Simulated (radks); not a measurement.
All-electron atom: Xe+ in [Kr] 4d10 5s2 5p4 7p1 (not the ground configuration).

Calculated with a radial shooting solver on a logarithmic mesh with Libxc functionals: scalar-relativistic Kohn-Sham, PBE, spin-polarised, spherical densities, point nucleus; open shells are filled with parallel spins first (spin-orbit coupling, left out, can overturn this in heavy ions).

Energy parts (eV):
part                       energy
total                 -202621.977
kinetic                213087.807
electron-nucleus      -489502.467
Hartree                 78853.985
exchange-correlation    -5061.302

Orbitals (lengths in bohr, moments of r in powers of bohr):
orbital  occ.  eigenvalue (eV)      <r^4>
1s up       1        -34391.94  2.434e-06
1s down     1        -34391.85  2.434e-06
2s up       1        -5367.888  0.0004121
2s down     1        -5367.846  0.0004121
2p up       3        -4818.301  0.0002986
2p down     3        -4818.227  0.0002986
3s up       1        -1112.496    0.01747
3s down     1        -1112.420    0.01747
3p up       3        -935.0190    0.01833
3p down     3        -934.9320    0.01833
3d up       5        -671.9115    0.01583
3d down     5        -671.8280    0.01583
4s up       1        -215.6577     0.4932
4s down     1        -215.4781     0.4924
4p up       3        -159.4519     0.6721
4p down     3        -159.2667     0.6688
4d up       5         -77.5414      1.354
4d down     5         -77.2643      1.325
5s up       1         -36.8727      19.00
5s down     1         -35.2527      19.04
5p up       3         -24.2519      36.79
5p down     1         -22.5665      38.52
7p up       1          -3.2143      18390

The highest occupied level is 7p up at -3.214 eV. Summed over all electrons, <r^2> = 160.8 bohr^2, which gives a Langevin (diamagnetic) susceptibility term of -127 x 10^-6 cm^3/mol. Spin moment in Bohr magnetons: 3. The density falls to 0.001 e/bohr^3 at r = 4.01 bohr.
